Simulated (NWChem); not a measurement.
A calculation on diphosphane (H$_{4}$P$_{2}$)

```
P
H 1 1.4315
H 1 1.4315 2 92.18
P 1 2.2710 2 93.52 3 93.66
H 4 1.4315 1 93.52 2 87.60
H 4 1.4315 5 92.18 1 -93.66
```
Charge 0, spin multiplicity 1.

Everything below was run with NWChem. The geometry was optimised at B3LYP/def2-SVP, a minimum by its harmonic frequencies. It is one conformer; others weren't searched.

The correlated methods keep 10 core orbitals frozen. The stability of the SCF solutions was not checked.

Worked example. At B2PLYP/def2-TZVPD the parent has a total energy of -684.85985 Ha and the doublet with one electron less, at the same geometry, -684.52685 Ha. The vertical ionisation energy is their difference.

ΔE = -684.52685 − (-684.85985) = 0.33300 Ha. Times 27.2114 eV/Ha this is 9.06 eV, or 874 kJ/mol; λ = 1239.84/9.06 = 136.8 nm. No relaxation of the ion's geometry and no zero-point term enter.
